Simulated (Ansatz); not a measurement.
The cluster Be₁₁⁻. Total charge -1; doublet. Geometry r2SCAN/def2-SVPD.

```xyz
11

Be   -0.700    2.270    0.507
Be    0.621    0.909   -0.590
Be    0.598   -1.944   -0.396
Be   -1.362   -1.080   -0.131
Be   -0.032   -0.960    1.454
Be    1.759   -0.720   -1.512
Be   -0.336   -0.477   -1.845
Be   -1.524    0.589    1.274
Be   -1.571    0.928   -0.830
Be    1.855   -0.513    0.560
Be    0.691    0.996    1.508
```

B3LYP takes the VWN-RPA correlation. The structure comes from a short search, and lower isomers may exist.

**Question.** Estimate the α-spin orbital energies around the gap (eV) in Ansatz with PBE/def2-TZVPD, r2SCAN/def2-TZVPD, B3LYP/def2-TZVPD, BHLYP/def2-TZVPD, ωB97M-V/def2-TZVPD.

**Answer.** 
| orbital | PBE/def2-TZVPD | r2SCAN/def2-TZVPD | B3LYP/def2-TZVPD | BHLYP/def2-TZVPD | ωB97M-V/def2-TZVPD |
| --- | --- | --- | --- | --- | --- |
| HOMO−13 | -99.97 | -102.41 | -105.02 | -111.86 | -108.74 |
| HOMO−12 | -99.75 | -102.22 | -104.85 | -111.66 | -108.50 |
| HOMO−11 | -7.82 | -8.43 | -9.00 | -10.91 | -12.05 |
| HOMO−10 | -5.59 | -6.05 | -6.63 | -8.25 | -9.44 |
| HOMO−9 | -4.63 | -4.98 | -5.54 | -6.93 | -8.18 |
| HOMO−8 | -4.10 | -4.44 | -4.97 | -6.31 | -7.55 |
| HOMO−7 | -2.61 | -2.88 | -3.33 | -4.47 | -5.64 |
| HOMO−6 | -2.12 | -2.28 | -2.71 | -3.61 | -4.83 |
| HOMO−5 | -2.09 | -2.26 | -2.61 | -3.43 | -4.49 |
| HOMO−4 | -1.54 | -1.65 | -1.99 | -2.75 | -3.89 |
| HOMO−3 | -1.32 | -1.41 | -1.72 | -2.35 | -3.54 |
| HOMO−2 | -1.15 | -1.24 | -1.43 | -1.86 | -3.12 |
| HOMO−1 | -0.48 | -0.66 | -0.91 | -1.63 | -2.80 |
| HOMO | -0.39 | -0.43 | -0.84 | -1.52 | -2.52 |
| LUMO | 0.54 | 0.65 | 1.09 | 1.86 | 2.37 |
| LUMO+1 | 0.75 | 0.82 | 1.32 | 2.16 | 2.51 |
| LUMO+2 | 0.83 | 1.02 | 1.40 | 2.18 | 2.61 |
| LUMO+3 | 1.03 | 1.19 | 1.58 | 2.32 | 2.82 |
| LUMO+4 | 1.78 | 2.04 | 2.33 | 2.93 | 3.02 |
| LUMO+5 | 1.88 | 2.21 | 2.42 | 3.07 | 3.14 |
| β HOMO | -0.32 | -0.35 | -0.79 | -1.50 | -2.65 |
| β LUMO | 0.09 | 0.30 | 0.61 | 1.45 | 1.90 |
